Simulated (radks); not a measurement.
All-electron atom: Eu58+ in [He] 2s2 2p1 (the NIST ground configuration).

Calculated with a radial shooting solver on a logarithmic mesh with Libxc functionals: scalar-relativistic Kohn-Sham, BLYP, spin-polarised, spherical densities, finite nucleus; open shells are filled with parallel spins first (spin-orbit coupling, left out, can overturn this in heavy ions); Fermi nuclear charge, rms radius 5.1115 fm.

Energy parts (eV):
| part | energy |
|---|---|
| total | -153039.12 |
| kinetic | 170138.66 |
| electron-nucleus | -327372.91 |
| Hartree | 5955.83 |
| exchange-correlation | -1760.70 |

Orbitals (lengths in bohr, moments of r in powers of bohr; r(90%) holds 90 % of the orbital's charge):
| orbital | occ. | eigenvalue (eV) | <r> | r(90%) |
|---|---|---|---|---|
| 1s up | 1 | -54461.63 | 0.02224 | 0.0402 |
| 1s down | 1 | -54443.26 | 0.02224 | 0.0402 |
| 2s up | 1 | -13136.63 | 0.09093 | 0.140 |
| 2s down | 1 | -13102.57 | 0.09103 | 0.140 |
| 2p up | 1 | -12422.86 | 0.07923 | 0.128 |
| 2p down | 0 | -12382.56 | 0.07934 | 0.128 |

The highest occupied level is 2p up at -12422.9 eV. The electron density at the nucleus is 5.975e+05 e/bohr^3 (large components only). The density falls to 0.001 e/bohr^3 at r = 0.34 bohr. Spin moment in Bohr magnetons: 1.
